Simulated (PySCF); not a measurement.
B(F)2(SH) (BF₂HS), SMILES FB(F)S.

The structure is a stationary point at ωB97X-D3(BJ)/def2-SVP. One conformer was computed; it need not be the lowest.

All values below come from TDA-B3LYP/def2-SVPD (PySCF).

Vertical excitations.  State labels are in the subgroup Cs.

Computed lowest excited states:
| state | symmetry | energy (eV) | λ (nm) | f | main pairs |
|---|---|---|---|---|---|
| S1 | A" | 6.62 | 187 | 0.026 | HOMO→LUMO 88 % |
| S2 | A" | 7.29 | 170 | 0.060 | HOMO→LUMO+2 86 % |
| S3 | A' | 7.37 | 168 | 0.169 | HOMO→LUMO+1 88 % |
| S4 | A" | 8.21 | 151 | 0.000 | HOMO→LUMO+3 92 % |
| S5 | A" | 8.47 | 146 | 0.010 | HOMO−1→LUMO+1 73 %, HOMO→LUMO+4 18 % |
| S6 | A' | 8.59 | 144 | 0.054 | HOMO−1→LUMO 96 % |
| S7 | A" | 8.64 | 144 | 0.000 | HOMO→LUMO+4 82 %, HOMO−1→LUMO+1 14 % |
| S8 | A' | 8.93 | 139 | 0.001 | HOMO→LUMO+5 93 % |
| S9 | A" | 9.48 | 131 | 0.052 | HOMO→LUMO+6 52 %, HOMO→LUMO+7 42 % |
| S10 | A' | 9.56 | 130 | 0.220 | HOMO−1→LUMO+2 82 % |
| T1 | A' | 6.02 | 206 | 0 | HOMO→LUMO+1 99 % |
| T2 | A" | 6.17 | 201 | 0 | HOMO→LUMO 77 %, HOMO→LUMO+2 21 % |
| T3 | A" | 6.94 | 179 | 0 | HOMO→LUMO+2 73 %, HOMO→LUMO 21 % |
| T4 | A' | 7.73 | 160 | 0 | HOMO−1→LUMO 58 %, HOMO−1→LUMO+2 35 % |
Triplets are in the Tamm–Dancoff approximation.
